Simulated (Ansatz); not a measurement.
Reactions of C$_{2}$H$_{7}$In, SMILES `[CH3][InH][CH3]`.

Program: Ansatz. Geometries: PBE0-D4/def2-TZVP. ΔE: electronic, gas phase. CCSD(T)/CBS adds triple-zeta CCSD(T) − MP2 to the extrapolated MP2 energy (def2 sets, frozen cores). This one scheme is used for every species, atoms too. No spin–orbit coupling; open shells (•) take unrestricted orbitals. Spin–orbit coupling would lower the free atoms: a little for F. Elements past krypton have def2 core potentials. For In outer-core shells are correlated without core-valence functions, so the limit isn't a true one: a few kJ/mol of doubt a bond, and 10 to 20 or more in all where bonds break to atoms. One conformer a species, not always the lowest.

Q: Order these by ΔE at CCSD(T)/CBS, lowest first. (An estimate is asked.)
A. `[CH3][InH][CH3]` + F• → `[CH2][InH][CH3]`• + H–F
B. `[CH3][InH][CH3]` + H₂ → `[CH3][InH2]` + CH₄
C. `[CH3][InH][CH3]` + CH₃NH₂ → `C[NH][InH][CH3]` + CH₄
D. `[CH3][InH][CH3]` → `[CH2][InH][CH3]`• + H•
E. `[CH3][InH][CH3]` + H₂S → `[CH3][InH][SH]` + CH₄
F. `[CH3][InH][CH3]` + `O=C(O)O` → `COC(=O)O` + `[CH3][InH2]`
G. `[CH3][InH][CH3]` + silanol → `[CH3][InH][O][SiH3]` + CH₄
H. `[CH3][InH][CH3]` → `[CH2]` (triplet) + `[CH3][InH2]`

A: A (-1.53 eV), E (-1.38 eV), G (-1.03 eV), C (-0.54 eV), B (-0.42 eV), F (+0.72 eV), D (+4.65 eV), H (+4.79 eV).

Largest T1 diagnostic: 0.015, for `C[NH][InH][CH3]`.
